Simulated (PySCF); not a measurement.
SMILES O[Te]SC, CAM-B3LYP/def2-SVP optimised geometry. Atoms within 1.6 Å of the plane z = 1.0 Å (x, y, z in Å): Te1 (-0.97, -1.13, 0.00), O2 (-1.40, 0.82, 0.00), S4 (1.42, -1.13, 0.00).

Level of theory: CAM-B3LYP/def2-TZVP, def2 effective core potentials past Kr (PySCF). The core electrons that the potentials of Te replace are not part of the density.

Map of the electron localisation function on the plane z = 1.0 Å:

```
|000000000000000000000000000|
|000000000000000000000000000|
|000000000000000000000000000|
|000000000000000000000000000|
|000000001000000000000000000|
|000001122221000000000000000|
|000012344443100000000000000|
|000134566654200000000000000|
|001245677764200000000000000|
|001246777764200000011000000|
|001245666642100001333210000|
|000123444321000013566542000|
|000011111110000125788764200|
|000000001111111146899886310|
|000000123455421257899987410|
|000013567777642357999997520|
|000247887777753357899997520|
|001478997667763346899997520|
|002589998777753246899987520|
|002589999888752247899987520|
|002579999998732247899986410|
|001468999997521246899875310|
|000257888875311136788764200|
|000124666653100124677642000|
|000012333321000013444320000|
|000000111100000001222100000|
|000000000000000000000000000|
```
Scale: ten equal steps from 0.000 (start of '0') to 0.913 (end of '9'), in the order '0123456789'; x runs from -3.50 to 3.50, y from -3.50 (bottom) to 3.50 (top).
